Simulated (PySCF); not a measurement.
```xyz
5
charge 0 multiplicity 1, angstrom
Os    0.0000    0.0000    0.0000
H     0.9149    0.9149   -0.9149
H    -0.9149   -0.9149   -0.9149
H     0.9149   -0.9149    0.9149
H    -0.9149    0.9149    0.9149
```

Method: PBE0 in PySCF with Os def2-TZVP with ECP60, H def2-TZVP; scalar-relativistic core potentials, no spin–orbit coupling; density-fitted integrals.

This geometry of OsH₄ is a stationary point at this level.

**Question.** What is the point group?

**Answer.** Td.

**Question.** Is it a minimum?

**Answer.** Yes: all harmonic wavenumbers are real.

**Question.** List the harmonic modes with their infrared intensities.

**Answer.** 
| symmetry | ω (cm⁻¹) | IR (km/mol, summed over degenerate members) | type |
| --- | --- | --- | --- |
| t2 | 813 | 147 | bend |
| e | 907 | 0.0 | bend |
| t2 | 2278 | 256 | stretch |
| a1 | 2309 | 0.0 | stretch |

**Question.** Give the atomic charges and bond orders.

**Answer.** 
| atom | Mulliken | Löwdin | polar tensor | Mayer order to Os1 |
| --- | --- | --- | --- | --- |
| Os1 | 0.17 | 0.12 | 0.71 | – |
| H2,3,4,5 | -0.04 | -0.03 | -0.18 | 1.01 |

In Td the vibrations span 2t2 + e + a1. The a1, e modes carry no infrared intensity, as symmetry demands.

Stability towards spin polarisation was not tested. Other isomers or separated fragments may lie lower. With an element this heavy the missing spin–orbit coupling can shift these numbers.
